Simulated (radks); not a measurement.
Q: Coherent X-ray form factor from a spherical all-electron density. All-electron calculation, non-relativistic Kohn-Sham, LB94 model potential, spin-polarised, spherical densities, point nucleus. Program: a radial shooting solver on a logarithmic mesh with Libxc functionals.

sin(theta)/lambda (1/angstrom),f0 (electrons)
0.05,75.503
0.1,74.058
0.15,71.799
0.2,68.919
0.25,65.635
0.3,62.162
0.4,55.320
0.5,49.271
0.6,44.224
0.8,36.407
1,30.272
1.25,24.119
1.5,19.667
2,14.800

The species is in the configuration that NIST lists as its ground one. Which atom or ion scatters so?

A: The bismuth ion Bi7+, [Xe] 4f14 5d8. Extrapolating in s^2 from the first two rows gives f0(0) = 76.0, near the electron count 76; among species with that count, the fall with angle is slower the higher Z, and the table is that of Z = 83; from so few rows the species is fixed only to a neighbour or two.
